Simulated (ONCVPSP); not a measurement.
# manganese: excitation energies, all-electron against ONCV

| Property | Result |
| --- | --- |
| Element | Mn |
| Generator | ONCVPSP 4.0.1 |
| Type | optimised norm-conserving Vanderbilt (ONCV) |
| Functional | PBEsol |
| Relativity | scalar-relativistic |
| Frozen core | [Ne] |
| Valence charge | 15 |
| Reference configuration | 3s2 3p6 3d5 4s1 4p1 |
| Partial waves | 3s+4s: rc 1.30 bohr, ncon 5, nbas 9, qcut 8 1/bohr, 3 projectors, debl 0.8 Ha; 3p+4p: rc 1.75 bohr, ncon 4, nbas 7, qcut 7.9 1/bohr, 2 projectors; 3d: rc 0.95 bohr, ncon 4, nbas 9, qcut 10 1/bohr, 2 projectors, debl 2.2 Ha |
| Local potential | polynomial inside 0.65 bohr (lpopt 5, dvloc0 0 Ha) |
| Core correction | Teter function fitted to the true core (icmod 2), fcfact 0.25 |

Energies are relative to the spin-unpolarised reference configuration 3s2 3p6 3d5 4s1 4p1; without spin polarisation the order of configurations can differ from experiment.

| valence configuration | charge | ΔE all-electron (eV) | error AE − PS (meV) |
| --- | --- | --- | --- |
| 3s2 3p6 3d5 4s2 4p0 | 0 | -3.884 | +0.3 |
| 3s2 3p6 3d5 4s0 4p0 | +2 | 20.061 | -0.7 |
| 3s2 3p6 3d4 4s2 4p1 | 0 | 3.944 | +9.8 |

(1) What are ΔE and the potential's error for 3s2 3p6 3d5 4s1 4p0?

Note: ghosts flagged at negative energy: s at -6665.8 eV; GHOST(+) flags only above 600 eV. A true bound ghost makes a file unfit for plane-wave use.

Answers

(1) ΔE = 4.549 eV all-electron; the error (AE − PS) is -0.4 meV.
